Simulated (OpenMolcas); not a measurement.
**Os+: thermal populations, worked from levels**

```
Program             : OpenMolcas 26.06
Basis               : ANO-RCC-VDZP [7s6p4d2f1g]
Scalar Hamiltonian  : DKH2, point nucleus
Active space        : 7 electrons in 9 orbitals (RAS2 5d 6s; RAS3 6p, at most 2 electrons)
State averaging     : 2S+1 = 6 even, 6 roots; 2S+1 = 4 even, 84 roots kept (CI in the orbitals of an earlier block); 2S+1 = 2 even, 90 roots kept (CI in the orbitals of an earlier block); 2S+1 = 6 odd, 15 roots; 2S+1 = 8 odd, 3 roots kept (CI in the orbitals of an earlier block); 2S+1 = 4 odd, 7 roots kept (CI in the orbitals of an earlier block)
Spin-orbit coupling : state interaction with AMFI integrals over the reference wave functions, term energies averaged over their components
```

Methods: RASSCF; MS-RASPT2, IPEA 0.25 Eh, imaginary shift 0.1 Eh (closed shells correlated: 5s 5p). Measured levels: NIST Handbook of Basic Atomic Spectroscopic Data.

**Thermal populations.** Z = Σ (2J + 1) exp(-E/kT) with k = 0.695035 cm-1/K, over the levels below. No other level of either list lies under 10400 cm-1, which is above 7 kT at each temperature.

```json
{"Level": "5d6 6s 6D 9/2", "2J + 1": "10", "MS-RASPT2": "0.0", "measured": "0.0"}
{"Level": "5d6 6s 6D 7/2", "2J + 1": "8", "MS-RASPT2": "4010", "measured": "3593"}
{"Level": "5d6 6s 6D 5/2 [55 %]", "2J + 1": "6", "MS-RASPT2": "4210", "measured": "3929"}
{"Level": "5d6 6s 6D 3/2 [75 %]", "2J + 1": "4", "MS-RASPT2": "6180", "measured": "5592"}
{"Level": "5d6 6s 6D 1/2", "2J + 1": "2", "MS-RASPT2": "7270", "measured": "6637"}
{"Level": "5d5 6s2 6S 5/2 [67 %]", "2J + 1": "6", "MS-RASPT2": "7330", "measured": "7892"}
```

```csv
T (K),"Z, MS-RASPT2","Z, measured levels","Ground level (%), MS-RASPT2","Ground level (%), measured levels"
2000,10.826,11.068,92.4,90.4
```

At 2000 K, kT = 1390 cm-1, and the computed levels give Z = 10.000 + 0.447 + 0.290 + 0.047 + 0.011 + 0.031 = 10.826.

CASPT2 does not keep the components of a term degenerate, so their means are used; among the terms shown or strongly mixed into the levels shown the widest spread is 32 cm-1 (5d6 6s 6D, MS-RASPT2). Configurations are named by rounded mean occupations; where the s occupation lies near a half they are strongly mixed, a name can repeat and a true partner stay unpaired. A single d shell beside an s shell can misplace configurations of different d count against each other. Without dynamic correlation excited terms often stand tens of per cent too high (terms of higher spin than the ground term too low), and those without a measured partner can miss by more than the paired ones (holds for RASSCF). Blocks of more than 70 roots (2S+1 = 4 even, 2 even) ran without multistate coupling (holds for MS-RASPT2). Computed and measured levels are paired by configuration, term and J; levels that our copy of the source lacks, or whose pairing is in doubt (as where it misses far off the trend of its configuration), stay unpaired and out of the deviations. Only configurations of the active space appear.

A share in square brackets marks a mixed level and gives the weight of the term that names it, the lowest over the columns.
